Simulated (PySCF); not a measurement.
S4, SMILES S=S(=S)=S.

Coordinates come from a ωB97X-D3(BJ)/def2-SVP optimisation.

The numbers are results of TDDFT-PBE0/def2-SVPD (PySCF 2.14.0), not measurements.

Vertical excitations; the highest root listed may be one member of a degenerate set. Gas-phase values at a fixed geometry. State labels are in the subgroup C2v.

Computed lowest excited states:
| state | symmetry | energy (eV) | λ (nm) | f | main pairs |
|---|---|---|---|---|---|
| S1 | A2 | 1.61 | 771 | 0.000 | HOMO→LUMO 100 % |
| S2 | B2 | 3.05 | 407 | 0.000 | HOMO−3→LUMO (degenerate set) |
| S3 | A2 | 3.05 | 406 | 0.000 | HOMO−4→LUMO (degenerate set) |
| S4 | B1 | 3.35 | 370 | 0.000 | HOMO→LUMO+1 100 % |
| S5 | B1 | 3.58 | 346 | 0.084 | HOMO−1→LUMO (degenerate set) |
| S6 | A1 | 3.58 | 346 | 0.084 | HOMO−2→LUMO (degenerate set) |
| S7 | A2 | 4.26 | 291 | 0.000 | HOMO−1→LUMO+1 (degenerate set) |
| S8 | B2 | 4.26 | 291 | 0.000 | HOMO−2→LUMO+1 (degenerate set) |
| S9 | A1 | 5.03 | 246 | 0.050 | HOMO−3→LUMO+1 (degenerate set) |
| S10 | B1 | 5.03 | 246 | 0.050 | HOMO−4→LUMO+1 (degenerate set) |
| T1 | A2 | 1.27 | 974 | 0 | HOMO→LUMO 100 % |
| T2 | B1 | 1.97 | 630 | 0 | HOMO−1→LUMO (degenerate set) |
| T3 | A1 | 1.97 | 630 | 0 | HOMO−2→LUMO (degenerate set) |
| T4 | B2 | 2.74 | 453 | 0 | HOMO−3→LUMO 99 % |
Triplets are in the Tamm–Dancoff approximation, which puts them higher than full response would, so one can lie above its singlet here.
